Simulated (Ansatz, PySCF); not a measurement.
Pulling on the Si1–Br3 bond in BrHSi (SMILES [SiH]Br) (multiplicity 1 held, fragments rigid). Energies count from the point at 2.267 Å.
Geometry at that point (charge 0, multiplicity 1):
```csv
atom,x (Å),y (Å),z (Å)
Si,-0.8967,-0.7610,1.0622
H,-1.8925,-1.2293,0.0078
Br,0.4128,0.3395,-0.4251
```

Restricted levels (R-, RO-) in cc, def2 and unpolarised 6-31G sets keep to the state of the molecule at rest. U- levels take the lowest unrestricted solution at each point, which mixes spins at long bonds. Active spaces are followed from a long bond inwards. Left out are points that failed, MP2 points in a non-variational dive below the minimum, coupled-cluster points behind a sign of a changed root (a jump of the amplitudes, or a one-step jump against full CI or MRCI), small-basis points behind a change of solution, and semi-empirical points at long bonds. Curves can end on different states.

Correlated levels freeze the cores. Filled d and f shells under p-block atoms count as core. Rows in 3-21G carry no dispersion term and start afresh at each structure; the Pople sets are all-electron and without relativity.

Programs: Ansatz (Gaussian orbitals); PySCF for 3-21G rows. Each number belongs to the level named beside it.

Energies in kcal/mol.

```csv
R (Å),R-HF/3-21G,R-HF/def2-TZVPP,R-r2SCAN/def2-TZVPP,R-SCS-MP2/def2-TZVPP,U-CCSD/def2-TZVPP,"FIC-MRCISD+Q on CASSCF(6,4)/def2-TZVPP"
1.813,86.6,60.5,56.5,59.0,59.3,59.4
2.040,20.8,10.2,8.9,9.4,9.6,9.7
2.267,0.0,0.0,0.0,0.0,0.0,0.0
2.493,-1.5,6.1,6.4,6.6,6.5,6.5
2.720,5.6,18.0,18.3,19.0,18.8,18.4
3.060,22.4,38.1,37.7,39.6,39.1,38.0
3.400,40.4,56.5,54.7,58.3,58.3,55.2
3.967,66.7,80.6,75.2,82.6,77.5,75.0
4.533,86.4,97.7,87.2,99.2,82.7,83.2
5.213,102.1,111.7,95.9,110.9,83.9,85.6
6.120,117.6,123.5,100.3,116.5,84.3,86.1
7.253,left out,132.1,102.5,113.6,84.3,86.2
```

Doubts at one or more of the structures used: a restricted determinant that unrestricted orbitals would lower (R-HF/3-21G, R-HF/def2-TZVPP, R-r2SCAN/def2-TZVPP, R-SCS-MP2/def2-TZVPP); a spin-contaminated determinant (U-CCSD/def2-TZVPP); T1 above 0.05 (U-CCSD/def2-TZVPP); active orbitals that take no part (FIC-MRCISD+Q on CASSCF(6,4)/def2-TZVPP).

Ansatz is a quantum-chemistry and plane-wave program.
